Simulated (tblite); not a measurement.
Record of a relaxation.

Species: C₇H₇O (doublet state).
Atom-mapped SMILES: `[CH3:1][O:2][c:3]1[c:4][cH:5][cH:6][cH:7][cH:8]1` (hydrogens: H9, H10, H11 on C1; H12 on C5; H13 on C6; H14 on C7; H15 on C8)
Bond orders are those of one Lewis drawing.

Computed with GFN2-xTB (tblite), gas phase: L-BFGS steps from a force-field or distance-geometry start until the largest atomic force falls under 0.01 eV/Å. 8 of its 61 geometries are shown.

Step 0: E = -612.0316 eV, largest atomic force 1.436 eV/Å
```
atom  x, y, z in Å  |  force x, y, z in eV/Å
C1      2.775   -0.037   -0.041    0.164   1.148  -0.847
O2      1.649   -0.860   -0.119    0.217  -1.159   0.138
C3      0.339   -0.525   -0.048    0.279   0.208   0.026
C4     -0.616   -1.523   -0.150   -0.842   0.767   0.188
C5     -1.972   -1.275   -0.085    0.494  -1.100  -0.245
C6     -2.425    0.025    0.050   -0.200   0.708   0.153
C7     -1.490    1.046    0.141    0.230  -0.396  -0.016
C8     -0.117    0.785    0.098   -1.096   0.370   0.031
H9      3.361   -0.137    0.886   -0.673   0.103   0.051
H10     3.453   -0.365   -0.842   -0.119  -0.083   0.003
H11     2.548    1.037   -0.280    0.158  -0.708   0.502
H12    -2.704   -2.089   -0.164    0.434   0.294   0.048
H13    -3.497    0.270    0.106    0.610  -0.307  -0.073
H14    -1.881    2.043    0.254    0.273   0.236   0.011
H15     0.571    1.615    0.172    0.071  -0.082   0.030
```

Step 9: E = -612.2040 eV, largest atomic force 0.145 eV/Å
```
atom  x, y, z in Å  |  force x, y, z in eV/Å
C1      2.751   -0.038   -0.081   -0.078  -0.029   0.055
O2      1.649   -0.916   -0.114    0.028  -0.049  -0.085
C3      0.356   -0.510   -0.045    0.064   0.008  -0.004
C4     -0.614   -1.489   -0.134    0.018   0.129   0.017
C5     -1.950   -1.279   -0.090   -0.036   0.011   0.004
C6     -2.411    0.035    0.055    0.050  -0.050  -0.002
C7     -1.480    1.051    0.145   -0.023  -0.017  -0.001
C8     -0.115    0.800    0.100   -0.027  -0.028   0.017
H9      3.242   -0.117    0.893    0.022   0.003   0.000
H10     3.441   -0.369   -0.863   -0.018   0.023   0.086
H11     2.495    1.005   -0.255   -0.102   0.049  -0.090
H12    -2.648   -2.099   -0.167   -0.037  -0.003   0.004
H13    -3.476    0.228    0.096    0.138   0.032  -0.009
H14    -1.816    2.072    0.256    0.010   0.007   0.005
H15     0.571    1.633    0.183   -0.009  -0.084   0.002
```

Step 17: E = -612.2181 eV, largest atomic force 0.149 eV/Å
```
atom  x, y, z in Å  |  force x, y, z in eV/Å
C1      2.723   -0.030   -0.086    0.021   0.013   0.030
O2      1.653   -0.938   -0.163    0.027  -0.048  -0.015
C3      0.365   -0.527   -0.051   -0.026  -0.056  -0.019
C4     -0.612   -1.497   -0.130   -0.049  -0.014  -0.026
C5     -1.949   -1.285   -0.089   -0.044   0.063   0.046
C6     -2.389    0.037    0.057   -0.039  -0.029  -0.023
C7     -1.454    1.047    0.155   -0.061  -0.026  -0.010
C8     -0.094    0.785    0.112   -0.018  -0.020   0.003
H9      3.181   -0.071    0.907   -0.047   0.039   0.051
H10     3.464   -0.348   -0.823   -0.035   0.023   0.002
H11     2.413    0.992   -0.297    0.110   0.047  -0.088
H12    -2.659   -2.097   -0.161    0.052   0.065   0.000
H13    -3.445    0.261    0.087    0.006  -0.047   0.003
H14    -1.796    2.067    0.262    0.073  -0.010   0.023
H15     0.596    1.611    0.198    0.031  -0.001   0.021
```

Step 26: E = -612.2398 eV, largest atomic force 0.147 eV/Å
```
atom  x, y, z in Å  |  force x, y, z in eV/Å
C1      2.685    0.010   -0.101    0.028  -0.043  -0.014
O2      1.667   -0.949   -0.252   -0.025  -0.101  -0.004
C3      0.371   -0.584   -0.082   -0.078   0.002  -0.018
C4     -0.627   -1.533   -0.151   -0.050  -0.004  -0.047
C5     -1.959   -1.281   -0.086   -0.039   0.056   0.025
C6     -2.378    0.048    0.061   -0.004  -0.076  -0.036
C7     -1.416    1.031    0.177   -0.094  -0.015   0.033
C8     -0.069    0.724    0.132   -0.009   0.082   0.029
H9      2.991    0.080    0.948   -0.004   0.061  -0.012
H10     3.524   -0.334   -0.705    0.037  -0.090   0.061
H11     2.388    0.996   -0.462    0.051   0.020  -0.062
H12    -2.696   -2.073   -0.141    0.117   0.054  -0.025
H13    -3.433    0.287    0.079    0.087  -0.029   0.035
H14    -1.698    2.067    0.305   -0.071  -0.052   0.016
H15     0.646    1.518    0.257    0.056   0.135   0.019
```

Step 34: E = -612.2887 eV, largest atomic force 0.244 eV/Å
```
atom  x, y, z in Å  |  force x, y, z in eV/Å
C1      2.679    0.005   -0.126    0.092   0.036   0.062
O2      1.655   -0.937   -0.302    0.078  -0.067   0.045
C3      0.367   -0.559   -0.116   -0.079  -0.057   0.002
C4     -0.624   -1.509   -0.221   -0.040  -0.099   0.028
C5     -1.955   -1.281   -0.110   -0.046   0.078  -0.046
C6     -2.369    0.045    0.075   -0.044  -0.165   0.055
C7     -1.413    1.031    0.219   -0.243  -0.019   0.018
C8     -0.061    0.741    0.161   -0.054   0.067  -0.046
H9      2.834    0.251    0.932   -0.075  -0.027  -0.003
H10     3.576   -0.473   -0.513    0.069   0.010  -0.004
H11     2.496    0.931   -0.677    0.000  -0.004  -0.108
H12    -2.683   -2.081   -0.165    0.114   0.118  -0.043
H13    -3.426    0.265    0.125    0.070   0.058   0.016
H14    -1.736    2.052    0.380    0.087  -0.023   0.033
H15     0.656    1.528    0.315    0.073   0.093  -0.007
```

Step 43: E = -612.3120 eV, largest atomic force 0.100 eV/Å
```
atom  x, y, z in Å  |  force x, y, z in eV/Å
C1      2.676    0.008   -0.144    0.054   0.033   0.049
O2      1.658   -0.944   -0.318    0.059   0.010   0.014
C3      0.367   -0.561   -0.139    0.026  -0.016   0.026
C4     -0.625   -1.509   -0.253   -0.008   0.011  -0.023
C5     -1.954   -1.273   -0.136   -0.032  -0.006  -0.026
C6     -2.372    0.039    0.107   -0.002  -0.026   0.016
C7     -1.415    1.020    0.265   -0.002   0.002  -0.025
C8     -0.064    0.736    0.160    0.026   0.002   0.024
H9      2.687    0.396    0.880   -0.019   0.053  -0.008
H10     3.618   -0.509   -0.328   -0.083  -0.049  -0.028
H11     2.585    0.839   -0.852   -0.032  -0.008   0.018
H12    -2.673   -2.071   -0.229   -0.049   0.004  -0.022
H13    -3.424    0.272    0.175    0.002  -0.031   0.023
H14    -1.718    2.037    0.468   -0.006   0.008   0.023
H15     0.651    1.528    0.322    0.065   0.014  -0.063
```

Step 51: E = -612.3179 eV, largest atomic force 0.037 eV/Å
```
atom  x, y, z in Å  |  force x, y, z in eV/Å
C1      2.673    0.014   -0.140    0.007   0.003   0.015
O2      1.660   -0.946   -0.298    0.022  -0.014   0.026
C3      0.366   -0.566   -0.136    0.009  -0.009  -0.022
C4     -0.628   -1.509   -0.270   -0.001  -0.004  -0.010
C5     -1.957   -1.272   -0.156   -0.005   0.002   0.002
C6     -2.368    0.035    0.124    0.003   0.004   0.009
C7     -1.410    1.014    0.282   -0.002   0.017   0.000
C8     -0.059    0.734    0.157   -0.001  -0.004  -0.017
H9      2.655    0.464    0.858   -0.010  -0.004   0.024
H10     3.610   -0.524   -0.270    0.018  -0.011  -0.015
H11     2.605    0.805   -0.894   -0.019   0.010  -0.023
H12    -2.685   -2.059   -0.274   -0.003  -0.009  -0.010
H13    -3.420    0.263    0.212    0.005  -0.005   0.016
H14    -1.709    2.027    0.506   -0.024   0.028  -0.001
H15     0.662    1.528    0.279    0.001  -0.003   0.005
```

Step 60: E = -612.3189 eV, largest atomic force 0.009 eV/Å
```
atom  x, y, z in Å  |  force x, y, z in eV/Å
C1      2.672    0.014   -0.135    0.002   0.002   0.004
O2      1.662   -0.953   -0.280    0.003  -0.002  -0.002
C3      0.368   -0.568   -0.135    0.001  -0.001  -0.006
C4     -0.628   -1.510   -0.273    0.000  -0.001   0.002
C5     -1.956   -1.271   -0.157   -0.002  -0.001  -0.007
C6     -2.367    0.035    0.126   -0.001   0.000  -0.004
C7     -1.409    1.017    0.275    0.000  -0.001   0.007
C8     -0.058    0.734    0.149   -0.001  -0.002   0.002
H9      2.668    0.452    0.869    0.003   0.005   0.001
H10     3.611   -0.516   -0.290   -0.003   0.000  -0.003
H11     2.580    0.811   -0.881    0.002  -0.006   0.002
H12    -2.686   -2.057   -0.279   -0.002  -0.004   0.001
H13    -3.418    0.262    0.222    0.000   0.002   0.007
H14    -1.711    2.031    0.497    0.002   0.005  -0.007
H15     0.665    1.527    0.270   -0.005   0.003   0.003
```

**Question.** Summarise the path.

**Answer.** The energy falls by 27.72 kJ/mol from step 0 to step 60; nine tenths of that is first reached at step 35. It falls at every step. The largest force goes from 1.436 to 0.009 eV/Å. Among the bonds C1–H11 changes most, from 1.123 to 1.096 Å; the atoms move by 0.353 Å rms after alignment.

**Question.** Follow the three bonds and two angles with the largest change from start to end.

**Answer.** 
```json
{"step": "0", "E above end (kJ/mol)": "27.72", "largest force (eV/Å)": "1.436", "C1–H11 (Å)": "1.123", "C4–C5 (Å)": "1.380", "C6–H13 (Å)": "1.101", "C1–O2–C3 (°)": "129.2", "H10–C1–H11 (°)": "104.8"}
{"step": "3", "E above end (kJ/mol)": "14.73", "largest force (eV/Å)": "0.415", "C1–H11 (Å)": "1.086", "C4–C5 (Å)": "1.356", "C6–H13 (Å)": "1.078", "C1–O2–C3 (°)": "125.2", "H10–C1–H11 (°)": "108.3"}
{"step": "5", "E above end (kJ/mol)": "12.85", "largest force (eV/Å)": "0.228", "C1–H11 (Å)": "1.093", "C4–C5 (Å)": "1.356", "C6–H13 (Å)": "1.076", "C1–O2–C3 (°)": "124.5", "H10–C1–H11 (°)": "108.7"}
{"step": "8", "E above end (kJ/mol)": "11.38", "largest force (eV/Å)": "0.176", "C1–H11 (Å)": "1.089", "C4–C5 (Å)": "1.355", "C6–H13 (Å)": "1.083", "C1–O2–C3 (°)": "124.1", "H10–C1–H11 (°)": "109.0"}
{"step": "10", "E above end (kJ/mol)": "10.84", "largest force (eV/Å)": "0.115", "C1–H11 (Å)": "1.088", "C4–C5 (Å)": "1.353", "C6–H13 (Å)": "1.081", "C1–O2–C3 (°)": "123.4", "H10–C1–H11 (°)": "108.8"}
{"step": "13", "E above end (kJ/mol)": "10.48", "largest force (eV/Å)": "0.096", "C1–H11 (Å)": "1.091", "C4–C5 (Å)": "1.352", "C6–H13 (Å)": "1.078", "C1–O2–C3 (°)": "122.6", "H10–C1–H11 (°)": "108.6"}
{"step": "16", "E above end (kJ/mol)": "9.93", "largest force (eV/Å)": "0.116", "C1–H11 (Å)": "1.089", "C4–C5 (Å)": "1.353", "C6–H13 (Å)": "1.080", "C1–O2–C3 (°)": "121.8", "H10–C1–H11 (°)": "109.4"}
{"step": "18", "E above end (kJ/mol)": "9.57", "largest force (eV/Å)": "0.158", "C1–H11 (Å)": "1.089", "C4–C5 (Å)": "1.354", "C6–H13 (Å)": "1.079", "C1–O2–C3 (°)": "121.3", "H10–C1–H11 (°)": "109.7"}
{"step": "21", "E above end (kJ/mol)": "8.94", "largest force (eV/Å)": "0.140", "C1–H11 (Å)": "1.091", "C4–C5 (Å)": "1.355", "C6–H13 (Å)": "1.077", "C1–O2–C3 (°)": "120.6", "H10–C1–H11 (°)": "108.2"}
{"step": "23", "E above end (kJ/mol)": "8.44", "largest force (eV/Å)": "0.179", "C1–H11 (Å)": "1.092", "C4–C5 (Å)": "1.355", "C6–H13 (Å)": "1.079", "C1–O2–C3 (°)": "120.1", "H10–C1–H11 (°)": "107.2"}
{"step": "26", "E above end (kJ/mol)": "7.63", "largest force (eV/Å)": "0.147", "C1–H11 (Å)": "1.090", "C4–C5 (Å)": "1.357", "C6–H13 (Å)": "1.082", "C1–O2–C3 (°)": "119.7", "H10–C1–H11 (°)": "108.2"}
{"step": "29", "E above end (kJ/mol)": "6.58", "largest force (eV/Å)": "0.229", "C1–H11 (Å)": "1.094", "C4–C5 (Å)": "1.357", "C6–H13 (Å)": "1.077", "C1–O2–C3 (°)": "119.9", "H10–C1–H11 (°)": "109.5"}
{"step": "31", "E above end (kJ/mol)": "5.40", "largest force (eV/Å)": "0.313", "C1–H11 (Å)": "1.100", "C4–C5 (Å)": "1.354", "C6–H13 (Å)": "1.074", "C1–O2–C3 (°)": "119.9", "H10–C1–H11 (°)": "109.7"}
{"step": "34", "E above end (kJ/mol)": "2.91", "largest force (eV/Å)": "0.244", "C1–H11 (Å)": "1.093", "C4–C5 (Å)": "1.355", "C6–H13 (Å)": "1.081", "C1–O2–C3 (°)": "119.3", "H10–C1–H11 (°)": "109.3"}
{"step": "37", "E above end (kJ/mol)": "1.83", "largest force (eV/Å)": "0.129", "C1–H11 (Å)": "1.097", "C4–C5 (Å)": "1.355", "C6–H13 (Å)": "1.079", "C1–O2–C3 (°)": "119.5", "H10–C1–H11 (°)": "109.5"}
{"step": "39", "E above end (kJ/mol)": "1.35", "largest force (eV/Å)": "0.091", "C1–H11 (Å)": "1.094", "C4–C5 (Å)": "1.355", "C6–H13 (Å)": "1.080", "C1–O2–C3 (°)": "119.3", "H10–C1–H11 (°)": "108.9"}
{"step": "42", "E above end (kJ/mol)": "0.82", "largest force (eV/Å)": "0.098", "C1–H11 (Å)": "1.096", "C4–C5 (Å)": "1.354", "C6–H13 (Å)": "1.080", "C1–O2–C3 (°)": "118.9", "H10–C1–H11 (°)": "108.6"}
{"step": "44", "E above end (kJ/mol)": "0.55", "largest force (eV/Å)": "0.100", "C1–H11 (Å)": "1.097", "C4–C5 (Å)": "1.355", "C6–H13 (Å)": "1.079", "C1–O2–C3 (°)": "118.7", "H10–C1–H11 (°)": "109.1"}
{"step": "47", "E above end (kJ/mol)": "0.27", "largest force (eV/Å)": "0.073", "C1–H11 (Å)": "1.096", "C4–C5 (Å)": "1.356", "C6–H13 (Å)": "1.080", "C1–O2–C3 (°)": "118.7", "H10–C1–H11 (°)": "109.4"}
{"step": "50", "E above end (kJ/mol)": "0.11", "largest force (eV/Å)": "0.040", "C1–H11 (Å)": "1.094", "C4–C5 (Å)": "1.355", "C6–H13 (Å)": "1.080", "C1–O2–C3 (°)": "118.8", "H10–C1–H11 (°)": "109.2"}
{"step": "52", "E above end (kJ/mol)": "0.07", "largest force (eV/Å)": "0.033", "C1–H11 (Å)": "1.095", "C4–C5 (Å)": "1.355", "C6–H13 (Å)": "1.079", "C1–O2–C3 (°)": "118.8", "H10–C1–H11 (°)": "109.2"}
{"step": "55", "E above end (kJ/mol)": "0.03", "largest force (eV/Å)": "0.024", "C1–H11 (Å)": "1.095", "C4–C5 (Å)": "1.355", "C6–H13 (Å)": "1.079", "C1–O2–C3 (°)": "118.7", "H10–C1–H11 (°)": "109.1"}
{"step": "57", "E above end (kJ/mol)": "0.01", "largest force (eV/Å)": "0.021", "C1–H11 (Å)": "1.095", "C4–C5 (Å)": "1.355", "C6–H13 (Å)": "1.079", "C1–O2–C3 (°)": "118.6", "H10–C1–H11 (°)": "109.1"}
{"step": "60", "E above end (kJ/mol)": "0.00", "largest force (eV/Å)": "0.009", "C1–H11 (Å)": "1.096", "C4–C5 (Å)": "1.355", "C6–H13 (Å)": "1.080", "C1–O2–C3 (°)": "118.6", "H10–C1–H11 (°)": "109.2"}
```

The cost below is that of the whole relaxation. Time: 0.35 s wall. Hardware: an Intel Xeon at 2.60 GHz with one thread, on a shared host.
